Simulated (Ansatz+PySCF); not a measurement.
**singlet BeO: levels of theory in one basis**

```yaml
atoms:
  - { symbol: Be, position_ang: [0.0000, 0.0000, -2.6769] }
  - { symbol: O, position_ang: [0.0000, 0.0000, 1.3385] }
```

Basis set: cc-pVDZ (spherical functions). Left uncorrelated: 1 orbital. Charge 0, multiplicity 1.

Computed with Ansatz (development build ahead of 0.2.0); each method stands on the lowest determinant of its kind that the runs found. NEVPT2 correlates all electrons. Active spaces start from the frontier orbitals, and the lowest solution found is given.

```json
{"method": "RHF", "E − E(RHF) (eV)": "0.00", "<S²> of the determinant": "0.00"}
{"method": "UHF", "E − E(RHF) (eV)": "-2.45", "<S²> of the determinant": "1.14"}
{"method": "UHF-MP2", "E − E(RHF) (eV)": "-5.81", "<S²> of the determinant": "1.14"}
{"method": "RHF-CCSD", "E − E(RHF) (eV)": "-5.42", "<S²> of the determinant": "–"}
{"method": "RHF-CCSD(T)", "E − E(RHF) (eV)": "-5.63", "<S²> of the determinant": "–"}
{"method": "UHF-CCSD(T)", "E − E(RHF) (eV)": "-7.52", "<S²> of the determinant": "1.14"}
{"method": "RHF-CCSDT(Q)", "E − E(RHF) (eV)": "-5.76", "<S²> of the determinant": "–"}
{"method": "UHF-CCSDT(Q)", "E − E(RHF) (eV)": "-7.91", "<S²> of the determinant": "1.14"}
{"method": "CASSCF(8,8)", "E − E(RHF) (eV)": "-2.60", "<S²> of the determinant": "–"}
{"method": "CASSCF(2,2)", "E − E(RHF) (eV)": "-1.10", "<S²> of the determinant": "–"}
{"method": "SC-NEVPT2(8,8)", "E − E(RHF) (eV)": "-4.92", "<S²> of the determinant": "–"}
{"method": "SC-NEVPT2(2,2)", "E − E(RHF) (eV)": "-4.90", "<S²> of the determinant": "–"}
```

**Question.** What does RHF-MP2 give on the same scale?

**Answer.** -3.97 eV.

**Question.** Is a single determinant a sound starting point here?

**Answer.** It is doubtful. Unrestricted orbitals lower Hartree–Fock by 2.45 eV and <S²> is 1.14 where a pure state has 0.00, a sign of strong static correlation. The CASSCF(8,8) natural occupations are 2.00, 1.99, 1.84, 1.00, 1.00, 0.08, 0.08, 0.01. The CASSCF(2,2) natural occupations are 1.00, 1.00.

Caution: another spin multiplicity may lie lower. Caution for RHF, RHF-MP2, RHF-CCSD, RHF-CCSD(T), RHF-CCSDT(Q): an unrestricted determinant lies well below. Caution for UHF, UHF-MP2, UHF-CCSD(T), UHF-CCSDT(Q): the unrestricted determinant is a mixture of spin states; the determinant breaks the point group. Caution for RHF-MP2, UHF-MP2, RHF-CCSD, RHF-CCSD(T), UHF-CCSD(T), RHF-CCSDT(Q), UHF-CCSDT(Q): large amplitudes, a single reference is doubtful. Caution for UHF-CCSD(T): the program doubts this total. Caution for RHF-CCSDT(Q), UHF-CCSDT(Q): the amplitudes may be one of several solutions. Caution for CASSCF(8,8), CASSCF(2,2), SC-NEVPT2(8,8), SC-NEVPT2(2,2): other starts end on other solutions of this active space.
